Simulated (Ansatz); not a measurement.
Geometry optimisation, RHF/def2-SVP in Ansatz 0.2.0.

Input:

```yaml
crystal:
  periodic: [false, false, false]
  atoms:
    - { symbol: W, position_ang: [0.0, 0.0, 0.0] }
    - { symbol: Cl, position_ang: [0.0, 0.0, 2.39] }
    - { symbol: F, position_ang: [1.85, 0.0, 0.0] }
    - { symbol: Cl, position_ang: [0.0, 2.39, 0.0] }
    - { symbol: H, position_ang: [-1.72, 0.0, 0.0] }
    - { symbol: H, position_ang: [0.0, -1.72, 0.0] }
    - { symbol: H, position_ang: [0.0, 0.0, -1.72] }
basis:
  gaussian: { orbitals: def2-SVP }
hamiltonian:
  xc: hf
relax:
  f_tol: 0.02
  max_steps: 40
```

Command:

```bash
$ ansatz run input.yaml --threads 1 --pin off --max-ram 2048MiB --backend cpu --events-out ev --progress --plain --runs-dir out
```

Task: Where does it end, and by what steps?

Result: The run converged. After 8 steps the energy has fallen by 2.676 eV; H6 moved furthest, 0.51 Å.

```tsv
step	energy less start (eV)	largest force component (eV/Å)	accepted
0	0.0000	3.451	yes
1	-1.0928	1.369	yes
2	-2.0134	1.903	yes
3	-2.5845	1.011	yes
4	-2.6113	1.661	yes
5	-2.6664	0.247	yes
6	-2.6713	0.426	yes
7	-2.6760	0.030	yes
8	-2.6760	0.003	yes
```

```xyz
7
Properties=species:S:1:pos:R:3
W 0.274 0.282 0.282
Cl -0.270 -0.354 2.432
F 1.984 -0.257 -0.257
Cl -0.270 2.432 -0.354
H -1.306 -0.048 -0.048
H -0.141 -1.252 -0.133
H -0.141 -0.133 -1.252
```

Whether the end is a true minimum wasn't checked by a vibrational analysis.

The run took 21 s on 1 thread of Arm Neoverse V2 (shared host), peak memory 0.19 GiB.
